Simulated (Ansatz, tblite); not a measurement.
**SbCl3 (antimony trichloride): the vertical ionisation energy, rung by rung**

The species is SbCl3 (4 atoms), meant as a singlet with charge 0. SMILES: `[Cl][Sb]([Cl])[Cl]`. The shape is that of a PBE0-D4/def2-TZVP optimisation.

Quantity: the vertical ionisation energy (to the doublet cation), in eV. The values are calculated.

```
                            level                    kind  program  value (eV)
                         GFN2-xTB          semi-empirical   tblite       14.56
    HF/def2-SVPD (core potential)            Hartree–Fock   Ansatz       10.21
 SVWN5/def2-SVPD (core potential)                     LDA   Ansatz       10.51
  BLYP/def2-SVPD (core potential)                     GGA   Ansatz       10.17
r2SCAN/def2-SVPD (core potential)                meta-GGA   Ansatz       10.54
 B3LYP/def2-SVPD (core potential)           global hybrid   Ansatz       10.60
  PBE0/def2-SVPD (core potential)           global hybrid   Ansatz       10.64
 wB97X/def2-SVPD (core potential)  range-separated hybrid   Ansatz       10.87
   MP2/def2-SVPD (core potential)     perturbation theory   Ansatz       10.64
  CCSD/def2-SVPD (core potential)   coupled cluster or CI   Ansatz       10.55
```

Spin-orbit coupling is left out. The values span 10.17 to 14.56 eV. The xTB values lack the empirical shift that such differences need. In the correlated wave-function rows the outer d shell of Sb is correlated, in sets not made for it.
